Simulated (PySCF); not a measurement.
**How methods differ on the excitation energy of Tc⁺**

Tc⁺ [Kr] 4d5 5s1 (7S) → Tc⁺ [Kr] 4d5 5p1 (7P), as a difference of total energies. Calculation: PySCF 2.14, in aug-cc-pVTZ-DK; scalar relativity by spin-free X2C-1e. Correlated levels: valence: [Kr] frozen. The calculations carry no spin-orbit coupling.

```json
{"method": "UHF", "excitation energy (eV)": "4.459"}
{"method": "LDA", "excitation energy (eV)": "4.845"}
{"method": "PBE", "excitation energy (eV)": "4.731"}
{"method": "PBE0", "excitation energy (eV)": "4.684"}
{"method": "r2SCAN", "excitation energy (eV)": "4.827"}
{"method": "TPSSh", "excitation energy (eV)": "4.665"}
{"method": "B97-3", "excitation energy (eV)": "4.623"}
{"method": "MN15", "excitation energy (eV)": "4.645"}
{"method": "MP2 (valence)", "excitation energy (eV)": "4.653"}
{"method": "SCS-MP2 (valence)", "excitation energy (eV)": "4.524"}
```

Task: How much does correlation contribute at MP2 (valence)?

Result: 4.653 − (4.459) = 0.194 eV, measured against UHF.

A first-order spin-orbit estimate (lowest level to lowest level, LS coupling) adds -0.083 eV.
